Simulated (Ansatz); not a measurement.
Species: sum formula H$_{3}$SiO$_{2}$F$_{2}$, charge 1, multiplicity 1. It need not be the lowest isomer of its formula. 
Geometry from a B3LYP-D3(BJ)/def2-TZVP (Ansatz, an electronic-structure program) optimisation:
SMILES: [Si]([OH2+])(F)(F)O
```xyz
8

Si     0.1139    -0.1547     0.0268
F     -0.1224    -0.5823     1.4997
F     -0.5325    -1.1632    -0.9605
O     -0.9379     1.2585    -0.2043
O      1.4862     0.5212    -0.3501
H     -0.5739     2.1556    -0.3146
H      2.3818     0.2680    -0.1001
H     -1.8953     1.2149    -0.3784
```
Charge +1, spin multiplicity 1.

Total electronic energies in hartree. Valence correlation only, unless marked. Spin-orbit coupling is left out. No relativistic terms. Basis-set limits of correlation are two-point, X^-3; Hartree-Fock from the larger set. [CCSD(T)-MP2]/basis is that difference in the basis named.

| level | program | energy (Eh) |
|---|---|---|
| RI-HF/cc-pV(T+d)Z | Ansatz | -639.41040 |
| PBE0/def2-SVP | Ansatz | -640.49890 |
| PBE0/def2-QZVPP | Ansatz | -641.09516 |
| BHLYP-D4/def2-TZVPD | Ansatz + dftd4 | -641.40316 |
| HSE06/def2-TZVPD | Ansatz | -641.04167 |
| B2GP-PLYP-D3(BJ)/def2-TZVPD | Ansatz + dftd3 | -641.13086 |
| CCSD(T)/6-31G | Ansatz | -639.54634 |
| CCSD(T)/cc-pV(D+d)Z | Ansatz | -640.10884 |
| RI-MP2/CBS(cc-pV(T+d)Z,cc-pV(Q+d)Z)+[CCSD(T)-MP2]/cc-pV(T+d)Z | Ansatz | -640.7402 |

Totals of different functionals don't rank their quality; only differences between species are comparable.
